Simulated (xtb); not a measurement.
The multiplicity is imposed and other spin states were not computed.

Species: [Pt(F)3] (charge 0, multiplicity 2).

Problem. Give a relaxed geometry from GFN2-xTB (xtb 6.7.1).

Solution. the end point of this relaxation.
Cartesian coordinates (Å) in one orientation:
```xyz
4

Pt     0.276    -0.005     0.162
F      1.366    -0.746    -1.131
F     -1.340     0.023    -0.786
F     -0.302     0.727     1.755
```
